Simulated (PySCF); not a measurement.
Sr(F)2, SMILES [Sr]([F])[F] (PBE0/def2-SVP optimised geometry):

```
3

Sr    -0.379    -0.813     0.000
F      1.745    -0.813     0.000
F     -1.745     0.813     0.000
```

Level of theory: PBE0/def2-TZVP, def2 effective core potentials past Kr in PySCF 2.14.0.

Task: What are the frontier orbital energies and the dipole moment?

Result: HOMO-2 -8.71 eV, HOMO-1 -8.70 eV, HOMO -8.40 eV, LUMO -1.77 eV, LUMO+1 -0.25 eV; dipole moment 6.17 D.

On the same geometry PBE/def2-TZVP, def2 effective core potentials past Kr (PySCF) gives HOMO-2 -6.89 eV, HOMO-1 -6.88 eV, HOMO -6.55 eV, LUMO -2.36 eV, LUMO+1 -0.77 eV; dipole moment 5.90 D.
